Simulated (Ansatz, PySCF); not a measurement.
Gas-phase reaction in SMILES: CO[SiH3] -> [O][SiH3] + [CH3] (CH3) (the C-O bond at the site shown breaks; other sites are not compared here)
Geometries: B3LYP-D3(BJ)/def2-TZVP minima from Ansatz (a program for electronic structure). Frequencies are from Ansatz or PySCF.

Property: bond dissociation energy (enthalpy at 298 K, with B3LYP-D3(BJ) rigid-rotor harmonic-oscillator terms), in kcal/mol. Valence correlation only, unless marked. Open shells are spin-unrestricted. No spin-orbit coupling. No relativistic terms. CBS marks a two-point X^-3 extrapolation of the correlation energy; Hartree-Fock from the larger set. [CCSD(T)-MP2]/basis is that difference in the basis named.

Level to compare with: RI-MP2/CBS(aug-cc-pV(T+d)Z,aug-cc-pV(Q+d)Z)+[CCSD(T)-MP2]/aug-cc-pV(T+d)Z (Ansatz), 94.5 kcal/mol. It is a level with limits of its own, and the differences hold the functionals' basis error too.

Q: Rank these functionals by how close they come to RI-MP2/CBS(aug-cc-pV(T+d)Z,aug-cc-pV(Q+d)Z)+[CCSD(T)-MP2]/aug-cc-pV(T+d)Z, closest first: r2SCANh/def2-TZVPD (Ansatz); PBE0/def2-TZVPD (Ansatz); BLYP/def2-TZVPD (Ansatz).

A: PBE0/def2-TZVPD (global hybrid, 89.1 kcal/mol, difference -5.4), r2SCANh/def2-TZVPD (hybrid meta-GGA, 84.4 kcal/mol, difference -10.1), BLYP/def2-TZVPD (GGA, 83.3 kcal/mol, difference -11.2)
